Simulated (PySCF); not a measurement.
**Orbital energies and ionisation energy**

Compound: C₄H₁₀OSi.
Geometry (PBE0-D3(BJ)/def2-SVP, Å), atoms numbered from 1 in this order:
```xyz
16
C4H10OSi angstrom
C     -2.9015    0.4493    0.6183
C     -1.7026    0.0283    1.0280
C     -0.9419   -1.1211    0.4538
Si     0.5942   -0.5667   -0.4731
O      1.5396    0.2375    0.6393
C      2.7495    0.8729    0.3453
H     -3.4446   -0.0617   -0.1837
H     -3.3838    1.3192    1.0713
H     -1.1948    0.5770    1.8307
H     -1.5661   -1.7141   -0.2362
H     -0.5966   -1.8026    1.2517
H      1.3340   -1.7475   -1.0279
H      0.2406    0.3452   -1.6076
H      3.5054    0.1693   -0.0514
H      2.6232    1.6874   -0.3924
H      3.1534    1.3148    1.2692
```

Level: B3LYP/def2-SVPD (PySCF). Frontier orbitals with their largest atomic shares (Löwdin; up to four atoms above 4 %):

```
orbital  ε (eV)                            main atoms
 HOMO−3   -9.37  Si4 17 %, H12 12 %, C3 12 %, C2 10 %
 HOMO−2   -8.55    O5 49 %, C6 13 %, Si4 9 %, H16 7 %
 HOMO−1   -7.84   O5 52 %, Si4 12 %, C6 11 %, H12 7 %
   HOMO   -6.93                                     ?
   LUMO   -0.20    C1 23 %, C2 23 %, Si4 13 %, C3 7 %
 LUMO+1    0.44    Si4 15 %, C6 12 %, H12 9 %, C1 8 %
 LUMO+2    0.61     Si4 25 %, C6 10 %, C1 9 %, C2 9 %
```

Question: What vertical ionisation energy does ΔSCF give, and how far is −ε(HOMO) from it?

Answer: ΔSCF: 9.13 eV (881 kJ/mol; threshold wavelength 136 nm); ⟨S²⟩ of the doublet left behind is 0.755, against 0.75 for a pure doublet. −ε(HOMO) is 6.93 eV, 2.20 eV below it. In exact Kohn–Sham theory the two would be equal; B3LYP (global hybrid, 20 % exact exchange) falls short of its own ΔSCF value by 24 %.

Question: On which atoms does the HOMO lie?

Answer: C1 (terminal =CH2 carbon) 36 %, C2 (alkene CH carbon) 30 %, C3 (sp3 carbon bound to silicon) 12 %, Si4 (oxygen-bound silicon) 6 %, so no atom holds as much as 40 %. The HOMO−1 lies 0.91 eV lower.

Question: What kinetic energy would electrons from this vertical process carry with He II light (40.814 eV)?

Answer: 40.81 − 9.13 = 31.68 eV.

Question: Shift the occupied levels rigidly so that −ε(HOMO) equals the ΔSCF value. What binding energies result?

Answer: The shift is +2.20 eV: HOMO 9.13, HOMO−1 10.04, HOMO−2 10.75, HOMO−3 11.57 eV. A rigid shift is only a rough guide to the deeper ionisations.

Question: What total energies stand behind the ΔSCF value?

Answer: E(N) = -522.94382 Eh and E(N − 1) = -522.60838 Eh at the same geometry, 0.33544 Eh apart.

The structure is a single PBE0-D3(BJ)/def2-SVP conformer in the gas phase; no vibrational or solvent corrections.
